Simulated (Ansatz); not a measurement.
`[F][Al]([Cl])[Br]`, relaxed with RKS PBE0-D4/def2-TZVP in Ansatz 0.2.0 from a PBE-D4/def2-SVP geometry. The force threshold is 0.005 eV/Å; the program also tests the step.

The species carries charge 0 and has multiplicity 1.

Start:

```xyz
4

F     1.516    0.696   -0.604
Al    0.104    0.019   -0.034
Cl    0.101   -2.009    0.466
Br   -1.722    1.294    0.173
```

```json
{"step": "1", "energy (eV)": "-91872.6901", "largest force (eV/Å)": "0.911", "largest move (Å)": "0.000"}
{"step": "2", "energy (eV)": "-91872.7083", "largest force (eV/Å)": "0.535", "largest move (Å)": "0.019"}
{"step": "3", "energy (eV)": "-91872.7140", "largest force (eV/Å)": "0.036", "largest move (Å)": "0.014"}
{"step": "4", "energy (eV)": "-91872.7140", "largest force (eV/Å)": "0.003", "largest move (Å)": "0.002"}
```

End:

```xyz
4

F     1.491    0.687   -0.595
Al    0.110    0.018   -0.036
Cl    0.101   -1.988    0.461
Br   -1.703    1.283    0.170
```

Run time 13 s (2 threads of a server CPU on a shared host); peak host memory 0.41 GiB.
